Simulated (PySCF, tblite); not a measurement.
A database entry of computed molecular properties. Lists by class give the value and the number of equivalent atoms.

```json
{
 "formula": "C10H14",
 "smiles": "C#CC[C@@H](C#C)C(C)(C)C",
 "inchi": "InChI=1S/C10H14/c1-6-8-9(7-2)10(3,4)5/h1-2,9H,8H2,3-5H3/t9-/m1/s1",
 "charge": 0,
 "multiplicity": 1,
 "geometry_level": "GFN2-xTB",
 "atoms_angstrom": [
  ["C", 3.805, 1.106, -0.417],
  ["C", 2.693, 1.048, 0.021],
  ["C", 1.333, 0.975, 0.514],
  ["C", 0.501, 0.002, -0.348],
  ["C", 1.061, -1.329, -0.189],
  ["C", 1.547, -2.408, -0.013],
  ["C", -1.018, 0.006, -0.03],
  ["C", -1.272, -0.391, 1.425],
  ["C", -1.697, -1.01, -0.956],
  ["C", -1.619, 1.387, -0.302],
  ["H", 4.785, 1.157, -0.785],
  ["H", 0.898, 1.977, 0.48],
  ["H", 1.351, 0.632, 1.551],
  ["H", 0.622, 0.294, -1.4],
  ["H", 1.969, -3.359, 0.121],
  ["H", -0.778, -1.333, 1.653],
  ["H", -0.907, 0.369, 2.112],
  ["H", -2.34, -0.513, 1.598],
  ["H", -1.521, -0.756, -2.0],
  ["H", -2.772, -1.019, -0.783],
  ["H", -1.309, -2.01, -0.778],
  ["H", -1.258, 2.131, 0.404],
  ["H", -2.702, 1.341, -0.207],
  ["H", -1.381, 1.721, -1.311]
 ],
 "electronic_structure_code": "PySCF",
 "results": {
  "GFN2-xTB geometry": {
   "point_group": "C1",
   "rotational_constants_GHz": [1.943, 0.951, 0.765]
  },
  "PBE0/pcSseg-1 ground state and GIAO shieldings, non-relativistic": {
   "dipole_D": 1.07,
   "homo_eV": -7.55,
   "lumo_eV": 1.02,
   "shift_vs_computed_TMS_C_by_class_ppm": [
    [91.4, 1],
    [88.5, 1],
    [79.4, 1],
    [76.0, 1],
    [46.9, 1],
    [35.3, 1],
    [28.9, 3],
    [23.0, 1]
   ],
   "shift_vs_computed_TMS_H_by_class_ppm": [
    [2.48, 1],
    [2.34, 1],
    [2.26, 1],
    [1.65, 1],
    [1.42, 1],
    [1.07, 9]
   ],
   "charges_hirshfeld_e_by_atom": [-0.13, -0.04, -0.05, 0.0, -0.03, -0.11, 0.03, -0.12, -0.12, -0.12, 0.09, 0.06, 0.06, 0.05, 0.09, 0.03, 0.04, 0.04, 0.04, 0.04, 0.03, 0.04, 0.04, 0.04]
  },
  "GFN2-xTB harmonic vibrations, gas phase": {
   "strongest_ir_bands_cm-1_km_per_mol_modes": [
    [1252.1, 37.2, 1],
    [3024.4, 41.2, 2],
    [3028.5, 42.2, 1],
    [3032.5, 122.3, 2],
    [3041.9, 63.8, 1],
    [3043.9, 40.8, 1]
   ],
   "zpe_kcal_per_mol": 127.7
  }
 }
}
```

The dipole matches unit charges of opposite sign 0.22 Å apart (1 e·Å = 4.8032 D). The zero-point energy, half the sum of the 66 harmonic wavenumbers, equals 44670 cm⁻¹ or 534 kJ/mol. The rotational constants make it an asymmetric top with κ = (2B − A − C)/(A − C) = -0.68, nearer the prolate limit (−1).

 NMR classes are plain means over equivalent atoms (diastereotopic ones count apart unless rotation or inversion swaps them), as if these changed places fast; in this geometry the members of some classes differ.

Shape of the structure used: `[CH:1]#[C:2][CH2:3][C@@H:4]([C:5]#[CH:6])[C:7]([CH3:8])([CH3:9])[CH3:10]`: C2–C3–C4–C5 64°, C3–C4–C7–C8 -60°.

One conformer stands for the species.
